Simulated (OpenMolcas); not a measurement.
## Nd3+: moving the ligands

Nd3+ with 6 ligands (bromide) in trigonal prismatic coordination (D3h) at 2.89 Å, a polar angle of 47.6° against the regular 49.1°. A charge of +0.5 e stands 3.2 Å behind each ligand. Ligand basis ANO-RCC-VDZP.
```
Nd    0.0000    0.0000    0.0000
Br    2.1351    0.0000    1.9477
Br   -1.0675    1.8490    1.9477
Br   -1.0675   -1.8490    1.9477
Br    2.1351    0.0000   -1.9477
Br   -1.0675    1.8490   -1.9477
Br   -1.0675   -1.8490   -1.9477
```

```
Program             : OpenMolcas
Method              : CASSCF
Basis               : ANO-RCC-VDZP [7s6p4d2f1g]
Scalar Hamiltonian  : DKH2, point nucleus
Active space        : 3 electrons in 7 orbitals (4f)
State averaging     : 2S+1 = 4 odd, 35 roots (30 in the spin-orbit step); 2S+1 = 2 odd, 43 roots kept (CI in the orbitals of an earlier block)
Spin-orbit coupling : state interaction with AMFI integrals over the reference wave functions
```

Runs around this geometry, states (labels of D3, the rotations of D3h). Energies in cm-1 above the lowest state or level, χT in cm3 K/mol.

```csv
R (Å),Ground state,First state of that spin,First gap with spin-orbit (degeneracies),Width of lowest J,χT at 300 K
2.75,4E,4E 49.8,"20.6 (2, 2)",182,1.662
2.89,4E,32.2,"1.7 (2, 2)",157,1.675
3.09,4E,6.8,"13.7 (2, 2)",142,1.686
```

Taking the width of the lowest J multiplet as R^-n, n = -ln(142 / 182) / ln(3.09 / 2.75) = 2.1 between the shortest and longest distance.

High states are left out of the spin-orbit mixing, which shifts the levels that they would mix with. Without dynamic correlation the ligand-field splitting of an f shell can come out too small, at times by half. No measured value stands beside these numbers; the geometry was imposed, not optimised, and the real ion may take another.
